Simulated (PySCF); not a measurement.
PySCF job for ZrOCl₂, SMILES [O]=[Zr]([Cl])[Cl], multiplicity 1, IEF-PCM-ωB97X/def2-SVP. Geometry optimised at B3LYP-D3(BJ)/def2-SVP. The multiplicity is an assumed one; other spin states were not compared. The def2 effective core potentials stand for the cores of Zr; spin–orbit coupling is left out.

```python
import numpy as np
from pyscf import gto, scf, dft
from pyscf.solvent import pcm

mol = gto.M(
    atom='''
    Zr   -0.17414349    0.29544045   -0.00000000
    O     0.34779821    1.95320785    0.00000001
    Cl    0.12303982   -0.80715531   -2.09906991
    Cl    0.12303982   -0.80715532    2.09906990
    ''',
    basis='def2-SVP',
    ecp={'Zr': 'def2-svp'},
    charge=0,
    spin=0,
    max_memory=1600,
    verbose=3,
)
mf = dft.RKS(mol, xc='wb97x').density_fit(auxbasis='def2-universal-jkfit')
mf.grids.level = 3
mf.conv_tol = 1e-9
mf.max_cycle = 100
mf.kernel()
res = {}
for name, eps in {'water': 78.355, 'N,N-dimethylformamide': 37.219, 'chloroform': 4.7113}.items():
    s = mf.PCM()
    s.with_solvent.method, s.with_solvent.eps, s.with_solvent.lebedev_order = 'IEF-PCM', eps, 29
    s.kernel(mf.make_rdm1())
    res[name] = (s.e_tot, eps, s.dip_moment(), s.mo_energy, s.converged)
    print(f'{name}: electrostatic solvation free energy {(s.e_tot - mf.e_tot) * 627.509474:.3f} kcal/mol')
```

Program output:

```
converged SCF energy = -1042.49571375759

WARN: PCM is an experimental feature. It is still in testing.
Features and APIs may be changed in the future.

converged SCF energy = -1042.52483590355
Dipole moment(X, Y, Z, Debye): -3.94029, -0.92798,  0.00000
water: electrostatic solvation free energy -18.274 kcal/mol

WARN: PCM is an experimental feature. It is still in testing.
Features and APIs may be changed in the future.

converged SCF energy = -1042.52413560711
Dipole moment(X, Y, Z, Debye): -3.92097, -0.91925,  0.00000
N,N-dimethylformamide: electrostatic solvation free energy -17.835 kcal/mol

WARN: PCM is an experimental feature. It is still in testing.
Features and APIs may be changed in the future.

converged SCF energy = -1042.51608050913
Dipole moment(X, Y, Z, Debye): -3.70432, -0.82766,  0.00000
chloroform: electrostatic solvation free energy -12.780 kcal/mol
```

The run converged.

Cost: roughly 30 core-seconds.
